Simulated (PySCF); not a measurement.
C₃H₅BO, SMILES C#CB(C)O. Atoms are numbered in the order given.

```xyz
10

B     -0.0984    -0.4488     0.0000
C      0.0797     1.0887     0.0000
C      0.2201     2.2983     0.0000
H      0.3495     3.3660     0.0000
C      1.1346    -1.4144     0.0000
H      0.8380    -2.4727     0.0000
H      1.7712    -1.2199    -0.8793
H      1.7712    -1.2199     0.8793
O     -1.3513    -0.9695     0.0000
H     -2.0339    -0.2894     0.0000
```
Charge 0, spin multiplicity 1.

The structure is a stationary point at PBE0-D3(BJ)/def2-SVP. The structure was generated by enumeration, and PubChem lists no compound with its InChIKey, so it may never have been made. Other conformers were not sampled.

Computed with PBE0-D3(BJ)/def2-SVP in PySCF.

No scaling factor is applied to the harmonic values.

```tsv
mode	ν (cm⁻¹)	IR (km/mol)	moving atoms (share of kinetic energy)
1	84	1.6	H 96 %
2	155	0.2	C 54 %, H 25 %, O 16 %
3	217	2.4	C 62 %, H 20 %, B 11 %
4	341	2.6	C 38 %, H 29 %, O 28 %
5	475	3.3	H 53 %, B 30 %, C 17 %
6	511	24.1	C 68 %, H 16 %, O 12 %
7	677	3.8	C 58 %, O 19 %, H 17 %
8	684	138.7	H 77 %, O 11 %
9	712	36.9	H 75 %, C 25 %
10	766	28.1	H 74 %, C 26 %
11	849	3.3	H 60 %, C 27 %, O 11 %
12	880	21.8	H 47 %, B 32 %, C 20 %
13	992	93.6	H 67 %, B 15 %, C 9 %, O 8 %
14	1220	167.5	H 56 %, B 35 %
15	1323	190.1	H 43 %, B 27 %, C 22 %, O 8 %
16	1387	174.7	H 48 %, B 33 %, O 11 %
17	1429	6.4	H 96 %
18	1452	89.0	H 56 %, B 30 %, O 8 %
19	2186	58.6	C 89 %, H 9 %
20	3054	0.1	H 97 %
21	3137	3.1	H 91 %, C 9 %
22	3176	9.0	H 91 %, C 9 %
23	3476	46.1	H 86 %, C 14 %
24	3892	75.9	H 94 %
```
